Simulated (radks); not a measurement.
All-electron atom: Nb XXV in [Ne] 3s(up 1, down 0) 3p6 (not the ground configuration). Calculated with a radial shooting solver on a logarithmic mesh with Libxc functionals: scalar-relativistic Kohn-Sham, PBEsol, spin-polarised, spherical densities, finite nucleus; Fermi nuclear charge, rms radius 4.324 fm. Some entries of the table are withheld. Estimate them.

orbital,occ.,eigenvalue (hartree),r(max) (bohr)
1s up,1,-729.7500,0.02350
1s down,1,-729.6874,0.02350
2s up,1,-134.9432,0.1328
2s down,1,-134.8921,0.1328
2p up,3,-124.8618,(1)
2p down,3,-124.8116,(2)
3s up,1,-47.94245,(3)
3s down,0,-47.77408,(4)
3p up,3,-44.68714,0.3573
3p down,3,-44.52514,0.3573

Answer. 
(1) 2p up r(max) (bohr): 0.1061
(2) 2p down r(max) (bohr): 0.1061
(3) 3s up r(max) (bohr): 0.3695
(4) 3s down r(max) (bohr): 0.3695
